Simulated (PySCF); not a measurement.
Nb(O)(OH)3 (H₃NbO₄), SMILES [O]=[Nb]([OH])([OH])[OH], multiplicity 1. The structure is a stationary point at B3LYP-D3(BJ)/def2-SVP. The multiplicity is an assumed one; other spin states were not compared. The def2 effective core potentials stand for the cores of Nb; spin–orbit coupling is left out. One conformer was computed; it need not be the lowest.

Computed equilibrium geometry at B3LYP-D3(BJ)/def2-SVP (PySCF confirms it by a frequency run) as bond lengths and angles, and its point group (one conformer of several):
point group C3v.
Atoms: Nb1 O2 O3 H4 O5 H6 O7 H8. Bonded distances (Å): Nb1–O2 1.710, Nb1–O3 1.907, Nb1–O5 1.907, Nb1–O7 1.907, O3–H4 0.965, O5–H6 0.965, O7–H8 0.965. Angles (°): O2–Nb1–O3 109.0, O2–Nb1–O5 109.0, O2–Nb1–O7 109.0, O3–Nb1–O5 109.9, O3–Nb1–O7 109.9, O5–Nb1–O7 109.9, Nb1–O3–H4 132.1, Nb1–O5–H6 132.1, Nb1–O7–H8 132.1.
